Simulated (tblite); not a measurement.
Planning a tight-binding relaxation on C6H12BBrS.

Method: GFN2-xTB geometry optimisation, gas phase (tblite 0.8.0). Work: L-BFGS relaxation. The input is one job of a driver script: a line of settings, then coordinates in Å.

Command:
```bash
OMP_NUM_THREADS=1 python probes_run.py task.json out
```

Input:
```
{"job": {"kind": "relax", "xc": "GFN2-xTB", "basis": "xTB"}, "charge": 0, "multiplicity": 1}
C      2.798700    -1.044100    -0.608300
S      1.288000    -0.390100    -1.433500
C      0.451600     0.615100    -0.169400
B      1.266300     1.804100     0.425100
Br     0.431200     2.960900     1.816900
C     -0.204300    -0.338300     0.826300
C     -1.248800    -0.532000    -0.264600
C     -2.630600    -0.821300     0.227400
C     -0.984800     0.931200    -0.581900
H      3.684300    -0.912900    -1.232600
H      2.953500    -0.432500     0.307200
H      2.652000    -2.100400    -0.290100
H      2.199300     2.228100    -0.151900
H      0.420000    -1.218600     1.050200
H     -0.579200     0.255100     1.683200
H     -0.879000    -1.158700    -1.082800
H     -3.320900    -0.147600    -0.346000
H     -2.910200    -1.869100    -0.023800
H     -2.761900    -0.606600     1.298800
H     -1.130600     1.220600    -1.624800
H     -1.503500     1.573900     0.174200
```

Hardware: one thread, Arm Neoverse N1 (aarch64), shared host with 64 logical CPUs at a one-minute load of 61.

Task: What wall time should be expected on this hardware?

Result: About 4.7 s. The run took 267 evaluations, 18 ms each.

The host was shared with other jobs, so the times are rough.
